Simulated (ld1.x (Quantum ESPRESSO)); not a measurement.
## zirconium (Zr), PAW: configuration errors across variants

| Item | Value |
| --- | --- |
| Element | Zr |
| Generator | ld1.x (Quantum ESPRESSO) 7.5 |
| Type | PAW |
| Functional | PBEsol |
| Relativity | scalar-relativistic |
| Frozen core | [Ar] 3d10 |
| Valence charge | 12 |
| Reference configuration | 4s2 4p6 4d2 5s1 5p0 (charge +1) |
| Partial waves | 4s (bound): rcut 2.05, rcutus 2.25 bohr; 5s (bound): rcut 2.05, rcutus 2.25 bohr; 4p (bound): rcut 1.80, rcutus 2.20 bohr; 5p (bound, empty): rcut 1.80, rcutus 2.20 bohr; 4d (bound): rcut 2.15, rcutus 2.65 bohr; 4d channel at -0.45 Ry: rcut 2.15, rcutus 2.65 bohr |
| Local potential | all-electron potential smoothed inside 2.30 bohr (lloc = -1) |
| Core correction | Bessel-smoothed model core inside 1.50 bohr |
| Augmentation charge | BG, radius 1.85 bohr |

All-electron excitation energies from the reference (eV): (1) 4s2 4p6 4d2 5s2 5p0 -7.171; (2) 4s2 4p6 4d2 5s0 5p0 12.909; (3) 4s2 4p6 4d1 5s0 5p0 35.494.

The overlap operator is not positive definite (basis up to 400 Ry) in “base”, “waves 4s (bound): rcut 2.05, rcutus 2.30 bohr; 5s (bound): rcut 2.05, rcutus 2.30 bohr”, “wave 4d channel at -0.45 Ry: rcut 2.15, rcutus 2.65 bohr becomes 4d channel at 5.06 Ry: rcut 2.15, rcutus 2.65 bohr”, “augmentation BESSEL, radius 2.00 bohr”, “waves 4d (bound): rcut 2.15, rcutus 2.52 bohr; 4d channel at -0.45 Ry: rcut 2.15, rcutus 2.52 bohr”, “core correction Bessel-smoothed model core inside 2.24 bohr”, “local potential all-electron potential smoothed inside 2.40 bohr (lloc = -1)”. Such files are unfit for use, however small their errors in these radial tests.

4 further variants failed, have other tests or another functional or relativity, and are left out.

Errors AE − PS in meV (a dash: test not solved or not reliable):

| change | (1) | (2) | (3) | bound ghosts |
| --- | --- | --- | --- | --- |
| base | +24 | +27 | -1.2 | not determined (overlap not positive) |
| waves 4s (bound): rcut 2.05, rcutus 2.30 bohr; 5s (bound): rcut 2.05, rcutus 2.30 bohr | +41 | +36 | -2.7 | not determined (overlap not positive) |
| wave 4d channel at -0.45 Ry: rcut 2.15, rcutus 2.65 bohr becomes 4d channel at 5.06 Ry: rcut 2.15, rcutus 2.65 bohr | +25 | +30 | -1.0 | not determined (overlap not positive) |
| augmentation BESSEL, radius 2.00 bohr | +2.2 | +2.4 | -0.8 | not determined (overlap not positive) |
| waves 4d (bound): rcut 2.15, rcutus 2.52 bohr; 4d channel at -0.45 Ry: rcut 2.15, rcutus 2.52 bohr | +20 | +25 | -4.3 | not determined (overlap not positive) |
| core correction Bessel-smoothed model core inside 2.24 bohr | +19 | +26 | -1.5 | not determined (overlap not positive) |
| local potential all-electron potential smoothed inside 2.40 bohr (lloc = -1) | – | – | – | not determined (overlap not positive) |
| all radii but the core radius scaled by about 1.19 (s 2.68, p 2.62, d 3.16 bohr, rcut 2.44/2.14/2.56); local potential all-electron potential smoothed inside 2.74 bohr (lloc = -1); augmentation BG, radius 2.20 bohr | – | – | – | none |

Question: Give the same row for: local potential all-electron potential smoothed inside 2.66 bohr (lloc = -1).

Answer: –, –, –; bound ghosts: none.
